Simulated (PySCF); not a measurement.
# Ionisation energy of S²⁺ by level of theory

S²⁺ [Ne] 3s2 3p2 (3P) → S³⁺ [Ne] 3s2 3p1 (2P), as a difference of total energies. All numbers are calculated (PySCF 2.14, the spin-free X2C one-electron Hamiltonian (Gaussian nucleus), in Sapporo-DZP-2012). Correlated levels: valence: [Ne] frozen. The calculations carry no spin-orbit coupling.

**Question.** Order these methods by the ionisation energy they give, lowest first.
A. M06-2X
B. SCS-MP2 (valence)
C. UHF
D. MP2 (valence)

**Answer.** C (34.251 eV), B (34.523 eV), D (34.600 eV), A (34.768 eV).

The reference lies between the lowest fine-structure levels, while these numbers refer to the centres of the terms.

Errors of the correlated levels include the incompleteness of this basis and the frozen core.

For comparison: 34.86 ± 0.04 eV (semi-empirical (NIST evaluation); NIST Atomic Spectra Database, ionization energies).
